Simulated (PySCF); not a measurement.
# Bond lengths and vibrations by method: GeH4NO cation

Calculated results; nothing here was measured. They come from PySCF 2.14.0, an open-source quantum chemistry program, on an isolated molecule that a program drew, which may never have been made. The molecule is GeH4NO cation (charge +1, singlet), drawn as the SMILES string `[NH2][GeH+][OH]`.

The geometry was optimised and harmonic frequencies were computed with HF and MP2, all in the cc-pVDZ basis, for the commonest isotopes, with a restricted reference for singlets and an unrestricted one otherwise, and a frozen core in MP2. Germanium has the cc-pVDZ-PP basis, with a core potential (ECP10MDF) in place of its 10 inner electrons, and its 3s, 3p and 3d shells are frozen in MP2. Each result is a local minimum of its method.

Geometry at the HF minimum:
```xyz
7
GeH4NO cation, angstrom
N    -1.4855   -2.0473   -1.1643
Ge   -2.7287   -1.3843   -0.1796
O    -2.6480   -1.9075    1.4360
H    -1.3882   -1.8407   -2.1428
H    -0.7917   -2.6778   -0.7981
H    -3.7801   -0.4416   -0.6858
H    -3.2789   -1.6135    2.0858
```

Lengths of the bonds as drawn, in Å (atoms numbered as above):
```
bond,HF,MP2
N1-Ge2,1.719,1.741
Ge2-O3,1.700,1.736
N1-H4,1.005,1.020
N1-H5,1.006,1.022
Ge2-H6,1.500,1.511
O3-H7,0.952,0.976
```

Rotational constants, in GHz:
```
constant,HF,MP2
A,20.13,19.23
B,6.848,6.694
C,5.11,4.965
```

Harmonic frequencies in cm^-1, each column in rising order, so a row needn't be the same motion in every method:
| rank | HF | MP2 |
|---|---|---|
| 1 | 242 | 223 |
| 2 | 364 | 317 |
| 3 | 437 | 373 |
| 4 | 482 | ? |
| 5 | 639 | 612 |
| 6 | 727 | 672 |
| 7 | 846 | 794 |
| 8 | 895 | 861 |
| 9 | 928 | 868 |
| 10 | 948 | 932 |
| 11 | 1660 | 1536 |
| 12 | 2393 | 2309 |
| 13 | 3740 | 3559 |
| 14 | 3859 | 3686 |
| 15 | 4088 | 3778 |

**Estimate the missing MP2 frequency from the HF column.**

A single factor s that minimises the squared misfit of MP2 against s times HF over the other rows is sum(HF x MP2) / sum(HF^2) = 0.9442, with an rms misfit of 35 cm^-1. For rank 4 it gives 0.9442 x 482 = 455 cm^-1. The calculation gives 473 cm^-1, 18 cm^-1 above the estimate. The drawn bonds are on average 1.6 % longer in MP2 than in HF.
